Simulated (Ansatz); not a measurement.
Cl2H2HfS2, SMILES `[SH][Hf]([SH])([Cl])[Cl]`. Total charge 0; spin multiplicity 1. Hf: def2 effective core potential. Geometry: relaxed with PBE0-D4/def2-TZVP. It is one conformer, not always the lowest.

```xyz
7

S     2.047   -0.611   -0.989
Hf    0.066   -0.257    0.341
S    -1.669    0.253   -1.265
Cl    0.323    1.561    1.776
Cl   -0.436   -2.215    1.492
H     2.210    0.726   -1.079
H    -2.541    0.543   -0.276
```

Question: What is the dipole moment at r2SCAN/def2-TZVPP? (An estimate is asked.)

Answer: The calculation gave: 0.78 D, with components (-0.08, 0.77, 0.03) D in this frame, pointing from negative to positive charge.

Question: And with PBE, B3LYP, ωB97M-V? (Estimate.)

Answer: Ansatz gave: PBE 0.73 D, B3LYP 0.73 D, ωB97M-V 0.74 D.

Question: Give the Mulliken charges with r2SCAN, B3LYP, ωB97M-V in def2-TZVPP. (Estimate.)

Answer: Computed: 
```csv
atom,r2SCAN,B3LYP,ωB97M-V
S1,-0.27,-0.26,-0.24
Hf2,0.78,0.75,0.62
S3,-0.28,-0.27,-0.25
Cl4,-0.24,-0.23,-0.20
Cl5,-0.24,-0.23,-0.20
H6,0.13,0.12,0.14
H7,0.12,0.11,0.13
```

B3LYP here is the variant with VWN-RPA as its local correlation; programs differ in this.
